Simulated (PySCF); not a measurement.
Below is a simulated gas-phase P 2p photoelectron spectrum of `C=[N][GeH2][PH2]`.

Every computed line was given a Gaussian of 0.5 eV full width at half maximum and an area set by the number of equivalent atoms (split 2:1 within a doublet); the highest printed point is 100. Level of theory: delta-SCF UKS SCAN, pcX-2 on the ionised atom, pcseg-1 elsewhere, spin-free X2C (PySCF 2.14.0).

| binding energy (eV) | intensity |
| --- | --- |
| 135.6 | 0 |
| 135.7 | 1 |
| 135.8 | 5 |
| 135.9 | 13 |
| 136.0 | 31 |
| 136.1 | 57 |
| 136.2 | 84 |
| 136.3 | 100 |
| 136.4 | 95 |
| 136.5 | 73 |
| 136.6 | 45 |
| 136.7 | 24 |
| 136.8 | 16 |
| 136.9 | 19 |
| 137.0 | 30 |
| 137.1 | 43 |
| 137.2 | 50 |
| 137.3 | 47 |
| 137.4 | 35 |
| 137.5 | 21 |
| 137.6 | 10 |
| 137.7 | 4 |
| 137.8 | 1 |
| 137.9 | 0 |

Q: Count the maxima, the lines and the sites behind this envelope.

A: The curve has 2 maxima (at 136.3 and 137.2 eV). Under it lie 2 lines from 1 inequivalent phosphorus site, drawn as a 2p3/2, 2p1/2 pair.

Q: Decompose the envelope and assign each component. Numbering: `[CH2:1]=[N:2][GeH2:3][PH2:4]`.

A: 
```
position (eV)  relative area     line  atoms                  environment
       136.33           0.67  P 2p3/2     P4  three-coordinate phosphorus
       137.22           0.33  P 2p1/2     P4  three-coordinate phosphorus
```

Q: What are the centre and the root-mean-square width of the whole band?

A: The area-weighted mean of the lines is 136.63 eV. Their own spread about it is 0.42 eV (rms) and each Gaussian has σ = 0.5/2.355 = 0.21 eV; the variances add, which gives 0.47 eV.

The curve has no shake-up lines and no vibrational structure. For 2p shells one spin-free hole was relaxed; a mean-field spin–orbit operator and the ground-state splitting of the three 2p orbitals were then diagonalised within the shell. The shell's mean is (2 × 2p3/2 + 2p1/2)/3, and the degeneracies 2j + 1 give areas of 2:1. 2p1/2 minus 2p3/2 (ligand field included): P 0.89 eV. One conformer (not necessarily the lowest) at the PBE0-D3(BJ)/def2-SVP geometry, without solvent, vibrations or thermal averaging.

Time: 30 s of wall time. Hardware: an Arm Neoverse V1 with one thread (shared host).

Conformer computed: `[CH2:1]=[N:2][GeH2:3][PH2:4]`: C1–N2–Ge3–P4 -113°, H–P4–Ge3–N2 -38°, H–P4–Ge3–N2 55°.
